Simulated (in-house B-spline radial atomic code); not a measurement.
Levels of two electrons outside the 1s2 core along the 4-electron series, above the ground level 2s2 J0; labels give the leading configuration and J, and a prime marks the next level of the same label. Computed with a B-spline radial code for spherical atoms: configuration interaction with many-body perturbation theory for the core, Breit and QED.

| ion | Z | first ionisation energy (eV) | excitation of 2s2p J0 (eV) | core correlation Breit and QED part of 2s2p J0 (eV) | excitation of 2p2 J2 (eV) | core correlation Breit and QED part of 2p2 J2 (eV) | excitation of 2p2 J0 (eV) | core correlation Breit and QED part of 2p2 J0 (eV) | excitation of 2p2 J2' (eV) | core correlation Breit and QED part of 2p2 J2' (eV) |
| --- | --- | --- | --- | --- | --- | --- | --- | --- | --- | --- |
| Pm57+ | 61 | 12542.2 | 124.99 | -0.27249 | 964.89 | -14.955 | 359.19 | -0.2876 | 1580.84 | -22.004 |
| Sm58+ | 62 | 13002.5 | 128.14 | -0.30508 | 1019.33 | -15.856 | 367.83 | -0.30361 | 1681.68 | -23.359 |
| Eu59+ | 63 | 13472.9 | 131.38 | -0.34337 | 1076.7 | -16.809 | 376.66 | -0.3283 | 1788.18 | -24.792 |
| Gd60+ | 64 | 13953.5 | 134.68 | -0.38371 | 1137.05 | -17.809 | 385.64 | -0.35478 | 1900.54 | -26.296 |
| Tb61+ | 65 | 14444.6 | 138.13 | -0.42543 | 1200.68 | -18.852 | 394.92 | -0.38129 | 2019.2 | -27.87 |
| Dy62+ | 66 | 14946.1 | 141.52 | -0.46535 | 1267.32 | -19.937 | 404.11 | -0.4003 | 2144 | -29.515 |
| Ho63+ | 67 | 15458.4 | 145.07 | -0.51515 | 1337.57 | -21.086 | 413.64 | -0.43766 | 2275.7 | -31.249 |
| Er64+ | 68 | 15981.5 | 148.67 | -0.56278 | 1411.31 | -22.285 | 423.26 | -0.46826 | 2414.33 | -33.069 |
| Tm65+ | 69 | 16515.7 | 152.4 | -0.61071 | 1488.9 | -23.535 | 433.17 | -0.49667 | 2560.4 | -34.973 |
| Yb66+ | 70 | 17061.0 | 156.12 | -0.66022 | 1570.2 | -24.843 | 443.09 | -0.52547 | 2713.94 | -36.97 |
| Lu67+ | 71 | 17617.8 | 159.93 | -0.71321 | 1655.6 | -26.209 | 453.21 | -0.55856 | 2875.51 | -39.057 |
| Hf68+ | 72 | 18186.3 | 163.91 | -0.7644 | 1745.41 | -27.634 | 463.68 | -0.58468 | 3045.6 | -41.244 |
| Ta69+ | 73 | 18766.6 | 167.96 | -0.81102 | 1839.63 | -29.109 | 474.31 | -0.59905 | 3224.38 | -43.519 |
